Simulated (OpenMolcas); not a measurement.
**Pd7+: effect of the IPEA shift**

```json
{"Program": "OpenMolcas", "Basis": "ANO-R3 [8s6p5d3f2g1h]", "Scalar Hamiltonian": "X2C, finite nucleus", "Active space": "3 electrons in 5 orbitals (4d)", "State averaging": "2S+1 = 4 even, 10 roots; 2S+1 = 2 even, 40 roots", "Spin-orbit coupling": "state interaction with AMFI integrals over the reference wave functions, term energies averaged over their components"}
```

Methods on the same reference wave functions:
A. CASSCF
B. MS-CASPT2, IPEA 0 Eh, imaginary shift 0.1 Eh (closed shells correlated: 4s 4p)
C. MS-CASPT2, IPEA 0.25 Eh, imaginary shift 0.1 Eh (closed shells correlated: 4s 4p)

Energies in cm⁻¹ above 4d³ ⁴F_3/2.

| Level | A | B | C |
| --- | --- | --- | --- |
| 4d³ ⁴F_3/2 | 0.0 | 0.0 | 0.0 |
| 4d³ ⁴F_5/2 | 2225 | 2310 | 2300 |
| 4d³ ⁴F_7/2 | 4875 | 4960 | 4960 |
| 4d³ ⁴F_9/2 | 7697 | 7670 | 7690 |
| 4d³ ⁴P_3/2 [73 %] | 19624 | 16000 | 16320 |
| 4d³ ⁴P_1/2 | 19927 | 16450 | 16770 |
| 4d³ ²G_7/2 | 22679 | 19350 | 19820 |
| 4d³ ⁴P_5/2 | 23326 | 19900 | 20200 |
| 4d³ ²G_9/2 [63 %] | 23849 | 20730 | 21130 |
| 4d³ ²D_3/2(1) [51 %] | 28330 | 23920 | 24340 |
| 4d³ ²P_1/2 | 29509 | 25320 | 25650 |
| 4d³ ²H_11/2 | 31205 | 28110 | 28440 |
| 4d³ ²H_9/2 [67 %] | 31264 | 28120 | 28490 |
| 4d³ ²D_5/2(1) | 34187 | 29110 | 29730 |
| 4d³ ²P_3/2 [53 %] | 35984 | 31500 | 31880 |
| 4d³ ²F_7/2 | 47194 | 40400 | 40900 |
| 4d³ ²F_5/2 | 47860 | 40980 | 41490 |
| 4d³ ²D_5/2(2) | 72659 | 63870 | 64060 |
| 4d³ ²D_3/2(2) | 73434 | 64430 | 64740 |

Between B and C the level of the table that moves most is 4d³ ²D_5/2(1), by 610 cm-1 (lowest in B, highest in C). Moves below CASPT2's spread within the term are not significant.

From A to B the spin-free energies of the other terms of 4d³ shown, above ⁴F, scale by factors of 0.80 to 0.87, as is usual when dynamic correlation screens the repulsion within a d or f shell.

The lowest spin-free term lies below A's lowest term by 0.356 hartree in B, 0.349 hartree in C.

Term energies are means over components that CASPT2 splits; among the terms shown or strongly mixed into the levels shown the widest spread is 1100 cm-1 (4d³ ⁴F, B). Without dynamic correlation excited terms often stand tens of per cent too high (terms of higher spin than the ground term too low), and those without a measured partner can miss by more than the paired ones (holds for A). Only configurations of the active space appear.

A share in square brackets marks a mixed level and gives the weight of the term that names it, the lowest over the columns. A number in round brackets counts repeated terms of one configuration in the order of the reference energies.
